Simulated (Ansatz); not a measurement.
Mulliken charges of `N#C[Si](F)F` radical from r2SCAN/def2-TZVPP in Ansatz (PBE0-D4/def2-TZVP geometry).

| atom | x (Å) | y (Å) | z (Å) | charge (e) |
| --- | --- | --- | --- | --- |
| N1 | 1.426 | -1.104 | 1.364 | -0.046 |
| C2 | 0.743 | -0.566 | 0.608 | -0.188 |
| Si3 | -0.193 | 0.214 | -0.773 | 0.760 |
| F4 | -1.656 | -0.382 | -0.758 | -0.263 |
| F5 | -0.271 | 1.765 | -0.482 | -0.263 |

By hand: the dipole of these point charges (1 e Å = 4.8032 D).

Σ q r = (0.155, -0.044, -0.438) e Å, of length 0.467 e Å = 2.24 D.

How does the dipole of the full density compare? (An estimate is asked.)

Ansatz gave: (-0.132, 0.143, -0.455) e Å, 2.38 D; the point charges give 0.94 times that, at 42° from its direction.

Point charges leave out the atoms' own dipoles, such as those of lone pairs, and Mulliken's split depends on the basis, so the two needn't agree.
